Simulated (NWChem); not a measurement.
Species: CH₄OSSi, singlet; SMILES CO[Si]S

```xyz
8

Si     0.7997     0.0217    -0.0017
O     -0.4953    -1.0317    -0.0001
C     -0.3881    -2.4311     0.0003
H     -0.8820    -2.8422     0.8954
H     -0.8936    -2.8432    -0.8877
H      0.6626    -2.7771    -0.0063
S     -0.3778     1.8286     0.0008
H      0.7215     2.6153    -0.0006
```
Atoms are numbered in this order, from 1.

Program: NWChem. Low-valent species are run as closed-shell singlets; no triplet was tried in these runs. All runs use the structure optimised with PBE0/def2-SVP. Level: PBE0/def2-SVP with SMD (1 M gas to 1 M solution), gas-phase geometry. Reactions with the solvent are ignored.

Problem. What does the run give for solvent water? Quantities: solvation free energy (kcal/mol); cavity-dispersion-structure term (kcal/mol); dipole in solution (D).

Solution. solvation free energy (kcal/mol): -2.3
cavity-dispersion-structure term (kcal/mol): 2.0
dipole in solution (D): 2.10
